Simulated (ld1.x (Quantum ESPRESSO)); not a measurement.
Results of a calculation; reference values are marked as such.
Potentials for C compared

Generated with ld1.x 7.5 (TM, RRKJ, ultrasoft, PAW), atompaw 4.2 or ONCVPSP 4.0.1. The cutoff is in Ry: for ld1.x and atompaw files where the sum of valence levels is converged to 10 mRy in a Bessel basis, for ONCV files where the hardest occupied wave has 1 mHa per electron of residual kinetic energy. The error is the largest all-electron minus pseudo excitation energy over each file’s own four to seven test configurations (ionisations up to +4, promotions, holes and added fractions of an electron), all of which were solved. The labels leave out finer settings (local radius, basis sizes, second energies), which also bear on the numbers. Spin-polarised tests are not counted. The rows are a selection from randomly drawn settings: files with unsolved tests, undetermined cutoffs or missed reference levels are left out.

| potential | cutoff (Ry) | largest error (meV) | bound ghosts |
| --- | --- | --- | --- |
| TM, PBE, scalar-relativistic, rc 0.95/1.50/1.65 (spd), local smoothed, core correction no, reference 2s2 2p2 | 45 | +339 | none |
| RRKJ, PBE, scalar-relativistic, rc 0.90/2.40 (sp), local s, core correction yes, reference 2s2 2p1.75 | 50 | +633 | none |
| RRKJ, PBE, fully relativistic, rc 1.15/1.60 (sp), local smoothed, core correction no, reference 2s2 2p2 | 45 | +423 | none |
| RRKJ, PBE, scalar-relativistic, rc 0.85/2.10 (sp), local smoothed, core correction no, reference 2s2 2p1 | 160 | +624 | none |
| TM, PBEsol, scalar-relativistic, rc 1.35/1.40/1.15 (spd), local s, core correction no, reference 2s2 2p2 | 45 | +287 | none |
| ultrasoft, PBEsol, fully relativistic, rc 0.90/2.15 (sp), local smoothed, core correction no, reference 2s2 2p0 | 40 | +543 | none |
| TM semilocal, BP86, scalar-relativistic, rc 1.10/1.75 (sp), local p, core correction yes, reference 2s2 2p2 | 40 | +336 | none |

Fill in the row for C: ultrasoft, LDA (PZ), non-relativistic, rc 1.00/1.65/1.50 (spd), local smoothed, core correction no, reference 2s1.75 2p2.25.

cutoff 30 Ry, largest error +286 meV, bound ghosts: none.

Fill in the row for C: ultrasoft, LDA (PZ), scalar-relativistic, rc 1.45/1.80 (sp), local smoothed, core correction no, reference 2s2 2p1.75.

cutoff 18 Ry, largest error +76 meV, bound ghosts: none.
